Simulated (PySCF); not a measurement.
First SCF of a structure search on doublet TaH2, at a hand-made linear geometry. PySCF input:

```python
from pyscf import gto, scf, dft
mol = gto.M(atom='''
Ta     0.000000     0.000000     0.000000
H      0.000000     0.000000     1.780000
H      0.000000     0.000000    -1.780000''',
    basis={'Ta': 'def2-TZVP', 'H': 'def2-TZVP'},
    ecp={'Ta': 'def2-TZVP'},
    charge=0, spin=1)
mf = dft.UKS(mol, xc='PBE0')
mf.grids.atom_grid = (50, 194)
aux = {'Ta': 'def2-universal-JKFIT', 'H': 'def2-universal-JKFIT'}
mf = mf.density_fit(auxbasis=aux)
mf.conv_tol = 1e-08
mf.diis_space = 10
mf.max_cycle = 60
mf.init_guess = 'minao'
mf.verbose = 4
mf.kernel()
```

Excerpt of the output (cycles alone):

```
init E= -39.6042003001285
cycle= 1 E= -57.9157457380237  delta_E= -18.3  |g|= 0.28  |ddm|= 3.23
cycle= 2 E= -57.946133852491  delta_E= -0.0304  |g|= 0.153  |ddm|= 0.826
cycle= 3 E= -57.9607208387083  delta_E= -0.0146  |g|= 0.0368  |ddm|= 0.337
cycle= 4 E= -57.9619898080379  delta_E= -0.00127  |g|= 0.00865  |ddm|= 0.0808
cycle= 5 E= -57.9631731891308  delta_E= -0.00118  |g|= 0.0112  |ddm|= 0.0732
cycle= 6 E= -57.9622915452659  delta_E= 0.000882  |g|= 0.00874  |ddm|= 0.0521
cycle= 7 E= -57.9612305845144  delta_E= 0.00106  |g|= 0.00312  |ddm|= 0.159
cycle= 8 E= -57.9612335947096  delta_E= -3.01e-06  |g|= 0.00143  |ddm|= 0.00673
cycle= 9 E= -57.9612351839164  delta_E= -1.59e-06  |g|= 0.000459  |ddm|= 0.0118
cycle= 10 E= -57.9612351432293  delta_E= 4.07e-08  |g|= 0.000116  |ddm|= 0.0027
cycle= 11 E= -57.9612351799337  delta_E= -3.67e-08  |g|= 9.02e-05  |ddm|= 0.000397
cycle= 12 E= -57.9612350993024  delta_E= 8.06e-08  |g|= 2.08e-05  |ddm|= 0.00105
cycle= 13 E= -57.9612350972816  delta_E= 2.02e-09  |g|= 4.07e-06  |ddm|= 0.000235
Extra cycle  E= -57.9612350973476  delta_E= -6.6e-11  |g|= 2.76e-06  |ddm|= 1.72e-05
converged SCF energy = -57.9612350973476  <S^2> = 0.759286  2S+1 = 2.0092645
```

This is not the lowest solution: another start and a stability analysis within the same unrestricted form found one 77.9 kJ/mol lower, at -57.99091 Eh.

Open d and f shells are described by one determinant, and the ground state may have another occupation or spin. With an element this heavy the missing spin–orbit coupling can shift these numbers.

The search for the lowest solution, 3 starts and the stability check together, took 5.6 s on 2 threads of a shared Arm Neoverse V1 host, with 52 basis functions; the process peaked at 0.33 GiB. Launch command: `OMP_NUM_THREADS=2 python axn.py task.json out`.
